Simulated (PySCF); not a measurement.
## Magnetic susceptibility: SMILES C[C@@]1(F)CNC(=O)[C@@H]1F, C$_{5}$H$_{7}$F$_{2}$NO

Geometry:
| atom | x (Å) | y (Å) | z (Å) |
| --- | --- | --- | --- |
| C1 | -1.393 | -0.909 | 0.568 |
| C2 | -0.498 | -0.344 | -0.525 |
| F3 | -1.005 | -0.721 | -1.749 |
| C4 | -0.367 | 1.190 | -0.455 |
| N5 | 0.774 | 1.364 | 0.411 |
| C6 | 1.563 | 0.281 | 0.555 |
| O7 | 2.540 | 0.186 | 1.248 |
| C8 | 0.958 | -0.810 | -0.356 |
| F9 | 1.618 | -0.765 | -1.562 |
| H10 | -2.403 | -0.522 | 0.452 |
| H11 | -1.007 | -0.627 | 1.544 |
| H12 | -1.427 | -1.993 | 0.494 |
| H13 | -0.182 | 1.587 | -1.460 |
| H14 | -1.258 | 1.663 | -0.037 |
| H15 | 1.003 | 2.252 | 0.826 |
| H16 | 1.074 | -1.824 | 0.035 |

The calculation used PySCF 2.14.0, GIAO KT3/pcSseg-1 magnetisability, rotational g tensor and spin-rotation constants, non-relativistic, gas phase. Geometry: GFN2-xTB.

Question: What are the magnetisability and the molar susceptibility?

Answer: Isotropic -1153 × 10⁻³⁰ J/T², or -69.4 × 10⁻⁶ cm³/mol; principal values -1262, -1125, -1072 × 10⁻³⁰ J/T², anisotropy 169 × 10⁻³⁰ J/T² (root of half the summed squared differences of the principal values). The susceptibility is in cgs units.

Question: Split it along the inertial axes a, b, c into diamagnetic and paramagnetic parts about the centre of mass, with the quadrupole moment.

Answer: 
```csv
axis,χ (10⁻⁶ cm³/mol),diamagnetic (10⁻⁶ cm³/mol),paramagnetic (10⁻⁶ cm³/mol),summed x² of all electrons (Å²),quadrupole Θ (D Å)
a,-67.8,-574.3,506.5,153.5,-13.36
b,-70.7,-878.6,808.0,81.8,+4.54
c,-69.9,-998.0,928.1,53.6,+8.82
```
Anisotropies 2χaa − χbb − χcc = +5.0 and 2χbb − χaa − χcc = -3.7 × 10⁻⁶ cm³/mol. Θ is traceless in Buckingham's convention.

Question: And the rotational g tensor?

Answer: 
| axis | rotational constant (GHz) | g | nuclear part | electronic part |
| --- | --- | --- | --- | --- |
| a | 2.4923 | -0.0205 | 0.5726 | -0.5931 |
| b | 1.4669 | -0.0173 | 0.5395 | -0.5568 |
| c | 1.2449 | -0.0166 | 0.5262 | -0.5428 |

Asymmetric top; isotopes 12C, 19F, 1H, 14N, 16O; no vibrational averaging.
